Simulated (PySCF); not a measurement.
Atoms are numbered as in `[F:1][Si@H:2]([PH2:3])[SeH:4]`. Hydrogens are named by the atom that carries them.

Geometry: PBE0-D3(BJ)/def2-SVP; GIAO shifts from PySCF, gas phase, non-relativistic, averaged over equivalent atoms.

At PBE0/pcSseg-1 (126 basis functions, 9.6 s wall time on 1 thread of an Arm Neoverse V1, shared host):
| atoms | δ (ppm) |
| --- | --- |
| F1 | -185.0 |
| Si2 | 50.2 |
| P3 | -220.1 |
| Se4 | -219.5 |
| H(Si2) | 6.41 |
| H(P3) | 1.99 |
| H(Se4) | 0.51 |

Shifts are taken against calculated references (same method and geometry level): CFCl3 for ¹⁹F (σ = 177.25 ppm); ²⁹Si (σ = 351.99 ppm) and ¹H (σ = 31.27 ppm) vs TMS; H3PO4 for ³¹P (σ = 310.13 ppm); ⁷⁷Se (σ = 1769.71 ppm) vs Me2Se.

Q: Predict the values at B97-2/pcSseg-2 on the same geometry.

A: 
| atoms | δ at B97-2/pcSseg-2 | change |
| --- | --- | --- |
| F1 | -176.4 | +8.6 |
| Si2 | 39.1 | -11.1 |
| P3 | -220.3 | -0.2 |
| Se4 | -233.3 | -13.8 |
| H(Si2) | 6.39 | -0.02 |
| H(P3) | 2.06 | +0.07 |
| H(Se4) | 0.65 | +0.14 |

Shifts are taken against calculated references (same method and geometry level): ¹⁹F (177.41 ppm) against CFCl3; TMS for ²⁹Si (347.59 ppm), ¹H (31.36 ppm); ³¹P (303.21 ppm) vs H3PO4; ⁷⁷Se (1737.26 ppm) vs Me2Se.

The largest change is at Se4 (selenium bonded to Si, H). Cost: 241 basis functions, 23 s wall time on 1 thread of an Arm Neoverse V1, shared host.

Relativistic effects, spin–orbit coupling among them, are left out; they matter for Se and for the light atoms bonded to it. Unscaled 19F shifts against computed CFCl3 carry errors that often reach 10 to 50 ppm. Experimental scales use liquid or dissolved standards, which lie at an offset from isolated H3PO4.
